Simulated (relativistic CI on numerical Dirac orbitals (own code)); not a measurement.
# Ba XIV: what numerical and physical settings do to a radial Dirac CI calculation

Reference input:

```
atom Ba  Z=56  charge=13  electrons=43
nucleus A=138  rms_radius_fm=4.8378
hamiltonian dirac-coulomb  breit=on  qed=on  c_scale=1
orbitals kli  potential=per-configuration
slater_scale 1
correlation none
mixing on
grid step=0.0125 r_max=10.6
scf mixing=0.4 start=green max_iterations=150 tolerance=2e-08 node_fill=0.05
configurations
  [Kr] 4d7
end
```

Computed lowest total energy -8070.08032 Ha, first excitation 18062.7 cm⁻¹, 10 SCF steps. Runs with settings changed; * marks those that are bad on purpose (the QED terms keep the true α when c is scaled):

| Changed | Outcome | Lowest level | ΔE (Ha) | First excitation (cm⁻¹) | SCF steps | Message |
| --- | --- | --- | --- | --- | --- | --- |
| nuclear radius 6.2891 fm, end of the grid at 5.3 bohr, speed of light × 10 | converged | 4d7 4F_9/2 | 242 | 146.7 | 10 |  |
| SCF mixing 0.05, SCF tolerance 1e-10 | converged | 4d7 4F_9/2 | -2.09e-09 | 18062.7 | 15 |  |
| SCF mixing 0.2 | converged | 4d7 4F_9/2 | -2.02e-09 | 18062.7 | 12 |  |
| nuclear radius 5.3216 fm | converged | 4d7 4F_9/2 | 0.0621 | 18062.8 | 10 |  |
| speed of light × 0.05 * | not converged |  |  |  | 1 | SCF of 1s2 2s2 2p6 3s2 3p6 3d10 4s2 4p6 4d7 stopped: an orbital could not be found |
| SCF tolerance 0.01 * | converged | 4d7 4F_9/2 | -9.48e-06 | 18063.1 | 6 |  |
